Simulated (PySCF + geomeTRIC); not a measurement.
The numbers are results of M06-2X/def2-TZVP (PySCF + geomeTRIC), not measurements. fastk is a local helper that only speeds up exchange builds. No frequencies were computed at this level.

```python
import json, numpy as np
from pyscf import gto, dft
from fastk import lowrank_exchange
atoms = """
B      1.301230    -0.128849     0.073287
C     -0.134650    -0.095493    -0.491617
C     -1.211312     0.189592     0.244258
H      1.483750     0.105469     1.204612
H      2.205109    -0.385363    -0.623341
H     -0.304744    -0.311939    -1.541938
H     -1.126493     0.415747     1.295689
H     -2.212891     0.210834    -0.160950
"""
def scf(charge, spin, dm0=None):
    mol = gto.M(atom=atoms, basis='def2-tzvp', ecp={}, charge=charge, spin=spin, verbose=3, max_memory=5040)
    mf = dft.KS(mol, xc='m062x').density_fit(auxbasis="def2-universal-jkfit")
    mf.grids.level = 4
    mf.conv_tol = 1e-8
    mf.max_cycle = 60
    mf.kernel(dm0)
    if not mf.converged:
        mf = mf.newton().run(mf.mo_coeff, mf.mo_occ).undo_soscf()
    return mf
mf = scf(0, 0)
from pyscf.geomopt.geometric_solver import kernel as optimize
path = []
done, mol = optimize(mf, maxsteps=80, assert_convergence=False, callback=lambda env: path.append((env["energy"], bool(env["g_scanner"].converged))))
res = dict(converged=bool(done and path[-1][1]), energy=path[-1][0], path=[e for e, c in path], xyz=mol.atom_coords(unit="Angstrom").tolist(), nao=mol.nao)
json.dump(res, open("result.json", "w"))
```

Output:

```
converged SCF energy = -104.002545376385
Geometry optimization cycle 1
converged SCF energy = -104.00254537637
cycle 1: E = -104.002545376  dE = -104.003  norm(grad) = 0.0207921
Geometry optimization cycle 2
converged SCF energy = -104.002695776641
cycle 2: E = -104.002695777  dE = -0.0001504  norm(grad) = 0.0128332
Geometry optimization cycle 3
converged SCF energy = -104.003337495289
cycle 3: E = -104.003337495  dE = -0.000641719  norm(grad) = 0.00268805
Geometry optimization cycle 4
converged SCF energy = -104.003349151123
cycle 4: E = -104.003349151  dE = -1.16558e-05  norm(grad) = 0.001859
Geometry optimization cycle 5
converged SCF energy = -104.003362330407
cycle 5: E = -104.00336233  dE = -1.31793e-05  norm(grad) = 0.000593048
Geometry optimization cycle 6
converged SCF energy = -104.003362722186
cycle 6: E = -104.003362722  dE = -3.91779e-07  norm(grad) = 0.000335642
Geometry optimization cycle 7
converged SCF energy = -104.003363200207
cycle 7: E = -104.0033632  dE = -4.78021e-07  norm(grad) = 8.18028e-05
<class 'geometric.internal.Distance'> : 7
<class 'geometric.internal.Angle'> : 6
<class 'geometric.internal.OutOfPlane'> : 3
<class 'geometric.internal.Dihedral'> : 8
<class 'geometric.internal.TranslationX'> : 1
<class 'geometric.internal.TranslationY'> : 1
<class 'geometric.internal.TranslationZ'> : 1
<class 'geometric.internal.RotationA'> : 1
<class 'geometric.internal.RotationB'> : 1
<class 'geometric.internal.RotationC'> : 1
Step    0 : Gradient = 7.351e-03/1.200e-02 (rms/max) Energy = -104.0025453764
Step    1 : Displace = 9.243e-02/1.440e-01 (rms/max) Trust = 1.000e-01 (=) Grad = 4.537e-03/8.075e-03 (rms/max) E (change) = -104.0026957766 (-1.504e-04) Quality = 0.127
Step    2 : Displace = 4.733e-02/7.189e-02 (rms/max) Trust = 4.622e-02 (-) Grad = 9.504e-04/1.619e-03 (rms/max) E (change) = -104.0033374953 (-6.417e-04) Quality = 0.820
Step    3 : Displace = 9.839e-03/2.089e-02 (rms/max) Trust = 6.536e-02 (+) Grad = 6.573e-04/1.036e-03 (rms/max) E (change) = -104.0033491511 (-1.166e-05) Quality = 0.332
Step    4 : Displace = 6.830e-03/1.267e-02 (rms/max) Trust = 6.536e-02 (=) Grad = 2.097e-04/3.657e-04 (rms/max) E (change) = -104.0033623304 (-1.318e-05) Quality = 0.980
Step    5 : Displace = 1.408e-03/2.119e-03 (rms/max) Trust = 9.243e-02 (+) Grad = 1.187e-04/1.716e-04 (rms/max) E (change) = -104.0033627222 (-3.918e-07) Quality = 0.363
Step    6 : Displace = 7.137e-04/1.351e-03 (rms/max) Trust = 9.243e-02 (=) Grad = 2.892e-05/4.667e-05 (rms/max) E (change) = -104.0033632002 (-4.780e-07) Quality = 0.984
Converged! =D
```

Cost: roughly 2.6 core-minutes.
